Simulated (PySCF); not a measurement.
## Dipole response of Al(12+) (aluminium, charge +12)

1s1, 2S determinant. All numbers are calculated (PySCF 2.14, the spin-free X2C one-electron Hamiltonian (Gaussian nucleus), in an even-tempered Gaussian basis (17 s from 6.2 bohr⁻², ratio 2.2; 7 p from 9.7 bohr⁻², ratio 2.4; 4 d from 29 bohr⁻², ratio 2.4; 3 f from 44 bohr⁻², ratio 2.4; 3 g from 65 bohr⁻², ratio 2.4)). Coupled (time-dependent) response in atomic units; α is the mean over directions.

```csv
method,mean α (bohr³),C₆ (like pair),S(−4)
UHF,0.0001561,1.324e-06,3.211e-08
```

S(−4) is the Cauchy moment in α(ω) = α(0) + S(−4) ω² + …

α(iu) at UHF:

```tsv
u (hartree)	α(iu) (bohr³)
0	0.0001561
7.00	0.0001545
14.0	0.0001500
28.0	0.0001347
42.0	0.0001154
56.0	9.655e-05
70.0	8.017e-05
105	5.121e-05
140	3.446e-05
210	1.811e-05
350	7.322e-06
```

A single London oscillator, α(iu) = α/(1 + u²/ω²), gives C₆ = (3/4) ω α². Matching the computed C₆ needs ω = 4 × 1.324e-06 / (3 × 0.0001561²) = 72.4 hartree.

For a non-relativistic one-electron ion the exact value is 9/(2Z⁴) = 0.0001576 bohr³; Hartree-Fock is exact here up to the basis and relativity.

For an ion, C₆ is the dispersion term alone; charge-induced terms of lower order in 1/R come first.
